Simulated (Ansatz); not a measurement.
Ansatz (a quantum-chemistry and plane-wave program) input:

Ansatz 0.2 input:
```yaml
crystal:
  periodic: [false, false, false]
  atoms:
    - {symbol: Sn, position_ang: [0.11921832, -0.27028978, 0.08541246]}
    - {symbol: O, position_ang: [1.29949042, 0.38186543, -1.10101243]}
    - {symbol: O, position_ang: [-1.39679182, -0.07006145, 1.02806501]}
basis:
  gaussian:
    orbitals: def2-TZVP
hamiltonian:
  xc: b3lyp
  dispersion: d3bj
total_charge: 1
magnetization: {spin_polarized: true, initial_magnetization: 1}
relax: {f_tol: 0.002, max_steps: 150}
```

Problem. What final total energy does it print?

Solution. -364.41811 Eh (B3LYP-D3(BJ)/def2-TZVP). The basis has 112 functions.
